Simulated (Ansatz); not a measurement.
Si4Ni3 (the lowest singlet isomer of a short search) was relaxed with r2SCAN-D4 (def2-SVP) in Ansatz in these states: neutral singlet, neutral triplet. The geometries follow in no particular order.

A:

```csv
atom,x (Å),y (Å),z (Å)
Ni1,-0.7086,-1.3757,1.2243
Ni2,-0.5204,0.2731,-1.8840
Ni3,0.7464,1.7373,0.9683
Si4,-0.9595,0.5796,0.2498
Si5,1.2581,-0.4139,1.2071
Si6,-1.2008,-1.5038,-0.8706
Si7,1.3849,0.7034,-0.8949
```

B:

```xyz
7

Ni    1.2592    0.0391   -1.2975
Ni   -0.1572    0.3833    1.7596
Ni   -0.7244    1.0800   -0.4596
Si    1.2561    1.4299    0.4214
Si   -0.6979   -1.0164   -1.5185
Si    0.7549   -1.1481    0.4795
Si   -1.6907   -0.7679    0.6152
```

Judge from the bond lengths which geometry belongs to which state (an estimate).

A is the neutral singlet (Si4–Si5 2.612 Å, Si4–Si7 2.612 Å, Si4–Si6 2.378 Å); B is the neutral triplet (Si4–Si5 3.683 Å, Si4–Si7 3.681 Å, Si4–Si6 2.627 Å).

The restricted singlet is unstable towards broken spin symmetry in Hartree–Fock (as tested in another run); at r2SCAN-D4/def2-SVP this wasn't settled. At r2SCAN-D4/def2-SVP the charge 0 triplet is spin-contaminated (final ⟨S²⟩ up to 2.28, 2.00 for a pure state). At PBE0-D4/def2-TZVP a triplet lies 0.22 eV below the neutral singlet. These are the stationary points nearest to one start from a short search; other shapes may lie lower in each state.
